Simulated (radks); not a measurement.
Ag36+, 11 electrons, occupied as [Ne] 3s1 (the NIST ground configuration).

All-electron calculation, scalar-relativistic Kohn-Sham, exchange-only LDA, spin-polarised, spherical densities, point nucleus; open shells are filled with parallel spins first (spin-orbit coupling, left out, can overturn this in heavy ions). Program: a radial shooting solver on a logarithmic mesh with Libxc functionals.

Energy parts (eV):
| part | energy |
|---|---|
| total | -114514.196 |
| kinetic | 119909.693 |
| electron-nucleus | -246243.509 |
| Hartree | 13871.320 |
| exchange | -2051.701 |

Orbitals (lengths in bohr, moments of r in powers of bohr; <r^-3> diverges for s and p1/2; r(90%) holds 90 % of the orbital's charge):
orbital	occ.	eigenvalue (eV)	r(90%)	<r^-3>	<r^2>	<r>
1s up	1	-27474.54	0.0558	-	0.001309	0.03112
1s down	1	-27471.93	0.0558	-	0.001309	0.03112
2s up	1	-5773.270	0.204	-	0.02066	0.1326
2s down	1	-5770.243	0.204	-	0.02063	0.1325
2p up	3	-5416.742	0.187	3919	0.01612	0.1152
2p down	3	-5414.089	0.187	3921	0.01610	0.1151
3s up	1	-2344.303	0.462	-	0.1157	0.3190
3s down	0	-2323.020	0.462	-	0.1155	0.3186
3p up	0	-2233.479	0.455	1016	0.1092	0.3079
3p down	0	-2213.297	0.454	1025	0.1089	0.3073
4s up	0	-1257.018	0.826	-	0.3882	0.5873
4s down	0	-1246.481	0.830	-	0.3927	0.5909

The highest occupied level is 3s up at -2344.3 eV. The density falls to 0.001 e/bohr^3 at r = 0.79 bohr. Spin moment in Bohr magnetons: 1.
